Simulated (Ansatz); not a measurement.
Isolated molecules relaxed with PBE0-D4/def2-TZVP in Ansatz; ΔE leaves out vibrations. CCSD(T)/CBS adds triple-zeta CCSD(T) − MP2 to the extrapolated MP2 energy (def2 sets, frozen cores). DFT in def2-TZVPP. B3LYP here is the variant with VWN-RPA as its local correlation; programs differ in this. For Ge, Se outer-core shells are correlated without core-valence functions, which leaves a few kJ/mol of doubt a bond. Scalar relativity is left out up to krypton. One conformer a species, not always the lowest.

`B[N](C)[GeH3]` + `NC[SeH]` → `CNC[SeH]` + `B[NH][GeH3]`  (substitution at a C–N bond)

```json
{"level": "PBE-D4", "ΔE (kJ/mol)": "-4.3"}
{"level": "B3LYP-D4", "ΔE (kJ/mol)": "-6.0"}
{"level": "ωB97X-V", "ΔE (kJ/mol)": "-7.3"}
{"level": "B2PLYP", "ΔE (kJ/mol)": "-7.5"}
{"level": "HF/def2-TZVPP", "ΔE (kJ/mol)": "-15.0"}
{"level": "HF/def2-QZVPP", "ΔE (kJ/mol)": "-14.8"}
{"level": "MP2/CBS(def2)", "ΔE (kJ/mol)": "-3.7"}
{"level": "CCSD/CBS(def2)", "ΔE (kJ/mol)": "-5.6"}
```

Problem. What does CCSD(T)/CBS give? (Best estimate.)

Solution. Ansatz gave: -4.2 kJ/mol. The listed levels differ from it by -0.1, -1.8, -3.1, -3.3, -10.8, -10.6, 0.5, -1.4 kJ/mol.

Largest T1 diagnostic among the species: 0.013.

The D4 term adds +3.1 kJ/mol with B3LYP and +1.5 kJ/mol with PBE0; it sums over pairs of atoms, weighted by their polarisabilities, and B3LYP, whose exchange is more repulsive, gets the larger term. In def2-TZVPP, CCSD(T) changes the Hartree–Fock value by +10.0 kJ/mol (the triples alone add +1.4 kJ/mol) and MP2 by +10.4 kJ/mol.
